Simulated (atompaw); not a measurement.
## What one change does to a pseudopotential (calcium (Ca), PAW (atompaw))

| Quantity | Value |
| --- | --- |
| Element | Ca (Z = 20) |
| Generator | atompaw 4.2.0.5 |
| Type | PAW |
| Functional | LDA (PW92) |
| Relativity | scalar-relativistic |
| Frozen core | [Ne] |
| Valence charge | 10 |
| Reference configuration | 3s2 3p6 3d0 4s2 4p0 |
| Partial waves | 3s (bound): rc 1.30 bohr; 4s (bound): rc 1.65 bohr; 3p (bound): rc 1.85 bohr; 4p (bound, empty): rc 1.95 bohr; 3d (bound, empty): rc 1.95 bohr; 3d channel at 0.5 Ry: rc 1.95 bohr |
| Local potential | troulliermartins scheme with l = 3 at 0.5 Ry, radius 1.70 bohr |
| Core correction | smooth core density matched at 1.80 bohr |
| Augmentation charge | sinc compensation charge, radius 1.65 bohr; PAW radius 1.95 bohr; waves and projectors: custom polynom2 7 10 vanderbiltortho |

Change: wave 3s (bound): rc 1.30 bohr becomes 3s (bound): rc 1.92 bohr.

Cutoffs: the cutoffs (Ry, on a coarse ladder) from which the occupation-weighted sum of valence levels, in a spherical-Bessel basis at the reference potential, stays within 10 and 1 mRy of its value at 400 Ry; they do not see the model core or the augmentation charge, which bear on the density cutoff.

Task: What does the change do?

Result: The potential gets softer (21 Ry and 30 Ry → 21 Ry and 25 Ry); the range in which the s phases agree narrows (upper end at the end of the scan → 2.0); neither file shows a bound ghost.

```csv
quantity,base,changed
"cutoff, loose",21 Ry,21 Ry
"cutoff, tight",30 Ry,25 Ry
bound ghosts,none,none
s: phases at 1.96 bohr within 0.05 rad from the reference energy up to (Ry; the scan ends near 5),to the end of the scan,2.0
p: phases at 1.96 bohr within 0.05 rad from the reference energy up to (Ry; the scan ends near 5),3.0,3.0
d: phases at 1.96 bohr within 0.05 rad from the reference energy up to (Ry; the scan ends near 5),4.1,4.1
lowest overlap eigenvalue by channel,"s 0.35, p 0.88, d 0.94","s 0.26, p 0.88, d 0.94"
```

 The cutoffs see the waves, projectors and local potential, not the compensation charge or the core.
